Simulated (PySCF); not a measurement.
# Peak assignment

Numbering as in the mapped SMILES `[CH3:1][Si@H:2]([PH2:3])[C:4]#[C:5][SiH3:6]` (H(Xn): hydrogen on atom n).

- GFN2-xTB geometry
- NMR shieldings at PBE0/pcSseg-1/GIAO
- run in PySCF 2.14
- non-relativistic, a single conformation, equivalent nuclei averaged, no solvent model

δ = σ(ref) − σ, references computed at the same level: TMS for ¹³C, ¹H.

**Question.** Assign these signals to the numbered atoms. ¹³C{¹H} NMR (computed): δ 121.7 (C), 114.5 (C), 1.6 (CH3).

**Answer.** 
| δ (ppm) | atoms | environment | reason |
| --- | --- | --- | --- |
| 121.7 | C4 | alkyne carbon | – |
| 114.5 | C5 | alkyne carbon | – |
| 1.6 | C1 | methyl carbon bonded to Si | an electropositive neighbour leaves it electron-rich and shielded |

**Question.** Assign these signals to the numbered atoms. ¹H NMR (400 MHz, computed): δ 5.08 (m, 1H), 4.24 (s, 3H), 1.40 (m, 2H), 0.44 (m, 3H).

**Answer.** 
```tsv
δ (ppm)	atoms	environment	reason
5.08	H(Si2)	hydrogen on a silicon bonded to 2 C, P	–
4.24	H(Si6)	hydrogen on a silicon bonded to C	–
1.40	H(P3)	hydrogen on a phosphorus bonded to Si	–
0.44	H(C1)	hydrogen on a methyl carbon bonded to Si	an electropositive neighbour shields it, as in TMS itself
```

Splittings by ³¹P in the carbon and heteronuclear signals aren't shown, as no couplings were computed. Shifts are as computed. Against solution values, carbons near 30 ppm lie about +3 ppm off and those near 130 ppm about +5 ppm. Of 1211 compounds with measured shifts, 218 miss one by over three times the rms of a fit or turn the order of signals round; such compounds aren't used in these exercises. No couplings were computed; multiplicities are counted from neighbouring protons, with m where these are inequivalent, close in shift, in a saturated or five-membered ring or joined by F or P, and br s for small geminal =CH2 splittings.
